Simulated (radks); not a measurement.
Task: These are the eigenvalues of the occupied orbitals of an atom or ion with whole-number occupations (hartree). Method: scalar-relativistic Kohn-Sham, PBEsol, spin-unpolarised, spherical densities, finite nucleus; Fermi nuclear charge, rms radius of each element as measured or else 0.836 A^(1/3) + 0.57 fm; computed with a radial shooting solver on a logarithmic mesh with Libxc functionals.

| orbital | eigenvalue |
|---|---|
| 1s | -3.60459 |

Which element is it, and in what charge state? The configuration may be excited.

Result: Z = 3, lithium, charge +2: Li2+ in 1s1. The 1s level, -3.6046 hartree, gives Z - s = 2.7 by -(Z - s)^2/2, which with screening and relativity narrows Z to a few neighbours, and the depths must fix Z and the occupations together.
